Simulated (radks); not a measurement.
Results of a calculation; reference values are marked as such.
Question: These are the eigenvalues of the occupied orbitals of an atom or ion with whole-number occupations (eV). Level of theory: scalar-relativistic Kohn-Sham, PBE, spin-polarised, spherical densities, finite nucleus; Fermi nuclear charge, rms radius of each element as measured or else 0.836 A^(1/3) + 0.57 fm (a radial shooting solver on a logarithmic mesh with Libxc functionals).

| orbital | eigenvalue |
|---|---|
| 1s down | -10289.47 |
| 1s up | -10289.47 |
| 2s up | -1322.271 |
| 2s down | -1321.513 |
| 2p up | -1158.708 |
| 2p down | -1158.140 |
| 3s up | -206.7021 |
| 3s down | -205.3640 |
| 3p up | -157.1685 |
| 3p down | -155.8510 |
| 3d up | -76.3327 |
| 3d down | -75.0413 |

Which element is it, and in what charge state? The configuration may be excited. Open shells, if any, are filled with parallel spins first.

Answer: Z = 31, gallium, charge +4: Ga4+ in [Ar] 3d9. The list shows which subshells hold electrons but not how many an open one holds; the 1s level, -378.13 hartree, gives Z - s = 27.5 by -(Z - s)^2/2, which with screening and relativity narrows Z to a few neighbours, and the depths of the outer levels then fix element, charge and occupations together.
